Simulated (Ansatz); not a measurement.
Gas-phase reaction in SMILES: CCCO -> [CH2]CC + [OH] (HO) (the C-O bond at the site shown breaks; other sites are not compared here)
Structures are relaxed separately at B3LYP-D3(BJ)/def2-TZVP in Ansatz (a program for electronic structure), one conformer each, not searched for the lowest.

Property: bond dissociation energy (electronic energy difference), in kcal/mol. Cores are frozen in the correlated levels unless marked. UHF or UKS for open shells. No spin-orbit coupling. Non-relativistic. Basis-set limits of correlation are two-point, X^-3; Hartree-Fock from the larger set. [CCSD(T)-MP2]/basis is that difference in the basis named.

Level to compare with: RI-MP2/CBS(cc-pVTZ,cc-pVQZ)+[CCSD(T)-MP2]/cc-pVTZ (Ansatz), 101.0 kcal/mol. It is a level with limits of its own, and the differences hold the functionals' basis error too.

Rank these functionals by how close they come to RI-MP2/CBS(cc-pVTZ,cc-pVQZ)+[CCSD(T)-MP2]/cc-pVTZ, closest first: PBE/def2-TZVPD (Ansatz); BLYP/def2-TZVPD (Ansatz); SVWN5/def2-TZVPD (Ansatz).

PBE/def2-TZVPD (GGA, 99.7 kcal/mol, difference -1.3), BLYP/def2-TZVPD (GGA, 93.3 kcal/mol, difference -7.7), SVWN5/def2-TZVPD (LDA, 123.1 kcal/mol, difference 22.1)
